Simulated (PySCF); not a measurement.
A calculated (M06-2X, PySCF 2.14, aug-cc-pVQZ-X2C, the spin-free X2C one-electron Hamiltonian (Gaussian nucleus)) atom or ion has these occupied shells.

```tsv
shell	electrons	orbital energy (eV)	rms radius, mean of both spins (bohr)
1s α	1	-4022.1	0.0889
1s β	1	-4022.0	0.0889
2s α	1	-444.09	0.394
2s β	1	-444.07	0.394
2p α	3	-361.90	0.362
2p β	3	-361.86	0.362
3s α	1	-62.154	1.24
3s β	1	-62.107	1.24
3p α	3	-40.647	1.37
3p β	3	-40.628	1.37
4p α	1	-7.853	4.58
```

Question: Name the element and its charge.

Answer: Ca⁺ (calcium, charge +1), in [Ar] 4p1, 2P determinant (an excited configuration).
